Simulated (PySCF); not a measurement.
Static response to an electric field

Species: C4H8F2Si.
Cartesian coordinates in Å at the PBE0-D3(BJ)/def2-SVP level; atoms count from 1:
```
atom  x, y, z in Å
F1    -0.173   -1.125   -1.719
C2    -0.772   -0.859   -0.490
C3    -1.020    0.642   -0.385
C4     0.324    1.341   -0.180
C5     1.023    0.695    1.015
F6     2.383    0.925    0.987
Si7    0.524   -1.163    0.893
H8    -1.708   -1.437   -0.436
H9    -1.542    1.009   -1.283
H10   -1.689    0.828    0.475
H11    0.221    2.430   -0.061
H12    0.952    1.166   -1.069
H13    0.629    1.126    1.955
H14    1.637   -2.055    0.469
H15   -0.103   -1.663    2.155
```

Level: CAM-B3LYP/def2-SVPD (PySCF), static field, nuclei fixed, core orbitals frozen in the response. The polarisability tensor in these axes (au):

```
x   71.41 -0.79  3.80
y   -0.79 76.74 -3.54
z    3.80 -3.54 70.46
```

Problem. Give the principal values, the mean and the anisotropy Δα = √{½[(α1 − α2)² + (α2 − α3)² + (α1 − α3)²]}.

Solution. Principal values 66.60, 72.90 and 79.11 au; mean 72.87 au = 10.80 Å³ = 12.01 × 10⁻⁴⁰ C²·m²/J; Δα = 10.83 au (15 % of the mean).

Problem. What is the dipole moment, and where does it point?

Solution. (-2.56, 0.40, 1.26) D, 2.88 D in size, pointing from the negative to the positive side. Measured along this direction, the outermost atoms are F6 and H14 at the negative end and H10 at the positive end.

Problem. What would n − 1 = 2πNα be for an ideal gas of these molecules at 350 K and 1 atm, electronic part alone?

Solution. N = p/kT = 2.0968 × 10¹⁹ cm⁻³, so n − 1 = 2π × N × 10.80 × 10⁻²⁴ cm³ = 1423 × 10⁻⁶ at long wavelengths.

Problem. Molar refractivity from α?

Solution. Lorentz–Lorenz: R = (4π/3)N_A α = 2.5225 cm³/(mol·Å³) × 10.80 Å³ = 27.2 cm³/mol, in the limit of long wavelengths.

Problem. Find the Langevin capture rate constant for NO+ (29.998 u) meeting this molecule (122.036 u), k = 2.342 × 10⁻⁹ cm³/s × √(α in Å³ / reduced mass in u).

Solution. The reduced mass is 24.08 u, so k = 1.57 × 10⁻⁹ cm³/s. The formula leaves out the permanent dipole, which adds to the capture rate.

Problem. What are the principal values of the traceless quadrupole moment, Θ = ½Σq(3rr − r²1), about the centre of nuclear charge?

Solution. -6.34, 0.82, 5.52 D·Å. The values depend on the origin, since the dipole doesn't vanish. The electronic extent ⟨r²⟩ about the same centre is 898 bohr², a root-mean-square distance of 1.98 Å for the 64 electrons.

One conformer (not necessarily the lowest) at the PBE0-D3(BJ)/def2-SVP geometry, without solvent, vibrations or thermal averaging.
